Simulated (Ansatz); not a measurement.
Two isomers of C2H6F2Si2: A = `FC1(F)C[SiH]1[SiH3]`, B = `F[SiH2]/C=C\[SiH2]F`.

Gas-phase electronic energies from Ansatz, PBE0-D4/def2-TZVP geometries. CBS: MP2 limit from def2 TZ/QZ plus the TZ coupled-cluster correction, frozen cores. DFT in def2-TZVPP. Each species was taken in one conformer, which may not be the lowest.

A:

```xyz
12

F     2.317   -1.474    0.631
C     1.286   -0.605    0.696
F     1.671    0.468    1.422
C    -0.044   -1.195    1.069
Si    0.009   -0.462   -0.676
Si   -1.016    1.589   -1.047
H    -0.586   -0.668    1.848
H    -0.059   -2.276    1.170
H     0.125   -1.453   -1.771
H    -2.428    1.388   -1.465
H    -0.298    2.342   -2.107
H    -0.977    2.347    0.229
```

B:

Z-matrix (Å, degrees):
```
Si
C 1 1.871
F 1 1.606 2 104.4
H 1 1.480 2 113.0 3 115.8
H 1 1.480 2 113.0 3 -115.8
C 2 1.338 1 129.3 3 179.6
H 2 1.093 1 113.1 3 -0.3
Si 6 1.849 2 124.3 1 0.1
H 6 1.091 2 118.3 1 -180.0
F 8 1.608 6 106.4 2 0.4
H 8 1.483 6 112.2 2 -117.6
H 8 1.483 6 112.1 2 118.4
```

Task: Which is lower in electronic energy at CCSD(T)/CBS, and by how much? (An estimate is asked.)

Result: The calculation gave: B, by 453.4 kJ/mol.

Task: Give E(B) − E(A) in kJ/mol with r2SCAN-D4, CCSD/def2-TZVPP, PBE-D4, MP2/def2-TZVPP, ωB97M-V, B2PLYP, CCSD(T)/def2-TZVPP. (Best estimate.)

Result: Ansatz gave: r2SCAN-D4 -414.7, CCSD/def2-TZVPP -452.5, PBE-D4 -379.4, MP2/def2-TZVPP -462.8, ωB97M-V -433.2, B2PLYP -449.7, CCSD(T)/def2-TZVPP -445.6. None reverses the order clearly.

Largest T1 diagnostic: 0.014.

In def2-TZVPP, CCSD(T) changes the Hartree–Fock value by +43.8 kJ/mol (the triples alone add +6.9 kJ/mol) and MP2 by +26.6 kJ/mol. From PBE to PBE0 (25 % exact exchange), in def2-TZVPP and without D4, E(B) − E(A) moves by −17.2 kJ/mol.
